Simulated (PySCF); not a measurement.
**Structure and isotropic susceptibility**

The calculation used GIAO B97-2/pcSseg-1 magnetisability, rotational g tensor and spin-rotation constants, non-relativistic, gas phase in PySCF. Geometry: GFN2-xTB.

Each molecule in one low-energy conformer. The parent is CCn1nncc1C.

How does the isotropic susceptibility change along this series?
- CCn1nncc1C (base)
- CCn1ccnn1 (CH3 replaced by H)
- CCn1nnc(Cl)c1C (H replaced by Cl)
- CCn1nnc(C)c1C (H replaced by CH3)
- CCn1nnc(C#N)c1C (H replaced by CN)
- C#Cc1nnn(CC)c1C (H replaced by ethynyl)


```csv
molecule,"χ, cgs (10⁻⁶ cm³/mol)",magnetisability anisotropy (10⁻³⁰ J/T²)
CCn1nncc1C,-72.5,772
CCn1ccnn1,-61.0,801
CCn1nnc(Cl)c1C,-89.5,709
CCn1nnc(C)c1C,-84.5,748
CCn1nnc(C#N)c1C,-82.7,689
C#Cc1nnn(CC)c1C,-88.0,723
```
The isotropic susceptibility is lowest for CCn1nnc(Cl)c1C and highest for CCn1ccnn1.
